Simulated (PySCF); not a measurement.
An unknown is described by computed data only.

Formula: C5H13BSSi.

- UV, first state: lowest singlet excitation: 5.52 eV (225 nm, f = 0.002) [TDDFT B3LYP/def2-SVPD]
- Triplet: lowest triplet excitation (Tamm–Dancoff): 4.91 eV [TDA B3LYP/def2-SVPD]
- XPS: Si2p3/2 107.1, S2p3/2 168.5, B1s 195.5, C1s 289.8 (×2), C1s 290.3 (×2), C1s 290.3, Si1s 1846.9, S1s 2476.3 eV [ΔSCF SCAN, pcX-2 on the ionised atom, pcseg-1 elsewhere, spin-free X2C, 2p3/2 from a spin–orbit splitting computed afterwards within the 2p shell]
- UV, strongest line: among the 10 lowest singlet transitions: S2 at 5.82 eV (213 nm, f = 0.160) [TDDFT B3LYP/def2-SVPD]
- Rotational structure: rotational constants A, B, C: 2.836, 0.772, 0.631 GHz [PBE0-D3(BJ)/def2-SVP]
- 13C NMR: chemical shifts (computed TMS as zero) by class: 26.0 (1 C), 23.0 (2 C), 22.8 (2 C) ppm [GIAO HF/pcSseg-1]

Gas-phase values; electronic properties from PySCF, density fitting. Levels stand in brackets. Geometry: PBE0-D3(BJ)/def2-SVP, one conformer, isolated molecule. NMR values are class means; diastereotopic atoms form classes of their own.

Q: Give a SMILES that accounts for the data.

A: Numbering: `[SiH3:1][S:2][B:3]1[CH2:4][CH2:5][CH2:6][CH2:7][CH2:8]1`. 5 carbons fall into 3 classes; from least to most shielded: ring CH2 carbon [C6] (26.0 ppm), ring CH2 carbon [C5/C7] (23.0 ppm, 2 C), ring sp3 carbon bound to boron [C4/C8] (22.8 ppm, 2 C, up to 3.4 ppm apart in this geometry). The core levels belong to: Si2p3/2 107.1 eV, SiH3 silicon [Si1]; S2p3/2 168.5 eV, sulfur bonded to B and Si [S2]; B1s 195.5 eV, three-coordinate boron [B3]; C1s 289.8 eV, sp3 carbon bound to boron [C4/C8]; C1s 290.3 eV, ring CH2 carbon [C5/C7]; C1s 290.3 eV, ring CH2 carbon [C6]; Si1s 1846.9 eV, SiH3 silicon [Si1]; S1s 2476.3 eV, sulfur bonded to B and Si [S2]. One atom of each topological class was ionised and stands for its class. The hole state at 195.5 eV has ⟨S²⟩ = 0.82 against 0.75, so that value is less sure. S1 is mainly HOMO−1→LUMO (weight 0.91); the largest Löwdin shares of the orbital it empties are 0.21 on the sulfur bonded to B and Si, 0.16 on the three-coordinate boron, 0.14 on an sp3 carbon bound to boron and 0.11 on an sp3 carbon bound to boron, of the orbital it fills 0.38 on the three-coordinate boron, 0.18 on the sulfur bonded to B and Si, 0.10 on an sp3 carbon bound to boron and 0.09 on an sp3 carbon bound to boron. The optimised geometry has point group C1 and is an asymmetric top. Structure: `[SiH3]SB1CCCCC1`. Computed isomers that give other values at the same levels: `[SiH3]S[C@@H]1BCCCC1` (rotational constant A: 2.382 GHz; this holds for the one conformer computed). The assignments are read from this structure; whether some other isomer fits the data as well wasn't checked.
